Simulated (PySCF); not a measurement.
**Circular dichroism: `C[C@@H]1CO[B@H-](N)O1`, [C3H9BNO2]-, charge -1**

Geometry (Å), atoms numbered from 1 in this order:
```xyz
16

C    -1.7516    0.2218    0.8186
C    -0.8562    0.3530   -0.4249
C    -0.2690   -1.0142   -0.8650
O     1.0102   -0.7700   -1.3073
B     1.5177    0.4237   -0.5511
N     2.2610    0.0120    0.7352
O     0.2175    1.1882   -0.2132
H    -1.1634   -0.1495    1.6556
H    -2.5732   -0.4685    0.6220
H    -2.1587    1.1953    1.0886
H    -1.4876    0.7577   -1.2505
H    -0.8662   -1.4767   -1.6702
H    -0.2792   -1.7128    0.0007
H     2.2378    1.1031   -1.2415
H     2.5188    0.8500    1.2456
H     1.6344   -0.5043    1.3461
```

Total charge -1.

Theory: TDDFT wB97X-D/def2-SVPD circular dichroism and optical rotation, one conformer, gas phase (PySCF 2.14.0). Geometry: GFN2-xTB.

The molecule is flexible and this is one conformer; a measurement averages over conformers. For a gas-phase anion, states above the detachment energy (about 3.3 eV, taken as minus the energy of the highest occupied orbital) lie in the continuum and depend on the basis.

Problem. Assign R or S to each stereocentre.

Solution. C2 R, B5 S.

Problem. List the lowest 12 singlet excitations with oscillator and rotatory strengths.

Solution. Rotatory strengths R in 10⁻⁴⁰ esu² cm², velocity form and length form (origin at the centre of mass); f in length form.
| state | E (eV) | λ (nm) | f | R (velocity) | R (length) | main |
| --- | --- | --- | --- | --- | --- | --- |
| 1 | 5.22 | 238 | 0.025 | -21.7 | -17.6 | HOMO→LUMO 0.63, HOMO→LUMO+1 0.18 |
| 2 | 5.81 | 213 | 0.065 | +4.9 | +4.1 | HOMO−2→LUMO 0.25, HOMO→LUMO+1 0.20 |
| 3 | 5.82 | 213 | 0.005 | -18.3 | -15.3 | HOMO−1→LUMO 0.64, HOMO−1→LUMO+1 0.18 |
| 4 | 6.08 | 204 | 0.015 | +7.6 | +7.8 | HOMO→LUMO+1 0.46, HOMO→LUMO+3 0.31 |
| 5 | 6.44 | 193 | 0.043 | -18.0 | -17.3 | HOMO−1→LUMO+1 0.36, HOMO→LUMO+3 0.19 |
| 6 | 6.56 | 189 | 0.044 | +0.7 | +2.4 | HOMO→LUMO+2 0.47, HOMO−2→LUMO 0.21 |
| 7 | 6.60 | 188 | 0.002 | -5.3 | -3.9 | HOMO−1→LUMO+1 0.29, HOMO−1→LUMO 0.18 |
| 8 | 6.77 | 183 | 0.022 | -12.7 | -11.4 | HOMO−1→LUMO+3 0.45, HOMO−1→LUMO+2 0.28 |
| 9 | 6.86 | 181 | 0.029 | +18.9 | +17.9 | HOMO→LUMO+4 0.36, HOMO−2→LUMO+1 0.21 |
| 10 | 7.00 | 177 | 0.0006 | +2.3 | +2.5 | HOMO−1→LUMO+3 0.29, HOMO−1→LUMO+2 0.24 |
| 11 | 7.04 | 176 | 0.009 | +8.8 | +9.5 | HOMO−2→LUMO 0.23, HOMO→LUMO+4 0.15 |
| 12 | 7.28 | 170 | 0.020 | -2.7 | -3.1 | HOMO−3→LUMO 0.42, HOMO→LUMO+5 0.12 |

Among the states computed, the strongest CD band (largest |R|) is state 1. The largest dissymmetry factor in size, g = 4R/(D+G), with D and G the electric and magnetic dipole strengths, is +0.041 for state 10 (velocity form, f = 0.0006), among bands with |R| over 0.5. The mirror image has the same energies and oscillator strengths and all R with the opposite sign.
